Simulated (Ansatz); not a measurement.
Total energies of SiH2Me(OMe) (C₂H₈OSi) from Ansatz at PBE0-D4/def2-TZVP, gas phase (1 Eh = 27.2114 eV = 2625.5 kJ/mol). The reference geometry is relaxed at r2SCAN-D4/def2-SVP.

```json
{"state": "charge 0 singlet", "geometry": "reference", "energy (Eh)": "-445.54982"}
{"state": "charge 1 doublet", "geometry": "reference", "energy (Eh)": "-445.17853"}
{"state": "charge 1 doublet", "geometry": "relaxed at r2SCAN-D4/def2-SVP", "energy (Eh)": "-445.19329"}
{"state": "free Si atom (triplet)", "geometry": "–", "energy (Eh)": "-289.24943"}
{"state": "free H atom (doublet)", "geometry": "–", "energy (Eh)": "-0.50104"}
{"state": "free C atom (triplet)", "geometry": "–", "energy (Eh)": "-37.80537"}
{"state": "free O atom (triplet)", "geometry": "–", "energy (Eh)": "-75.01860"}
```

(1) Work out the vertical ionisation energy to the doublet.

(2) How much does the charge 1 doublet relax, and what is the adiabatic ionisation energy?

(3) What is the binding energy per atom against free atoms?

(1) E(charge 1 doublet) − E(charge 0 singlet) = -445.17853 − (-445.54982) = 0.37129 Eh = 10.10 eV. For comparison, −ε of the highest occupied level is 7.94 eV at this level, 2.16 eV less.

(2) Relaxation: -445.17853 − (-445.19329) = 0.01476 Eh = 0.40 eV. Adiabatic ionisation energy: 0.35653 Eh = 9.70 eV, without zero-point energy. 

(3) Atoms: 1 × (-289.24943) + 8 × (-0.50104) + 2 × (-37.80537) + 1 × (-75.01860) = -443.88709 Eh. Binding: -443.88709 − (-445.54982) = 1.66273 Eh = 45.25 eV, or 3.77 eV for each of 12 atoms (no zero-point energy, no counterpoise term).
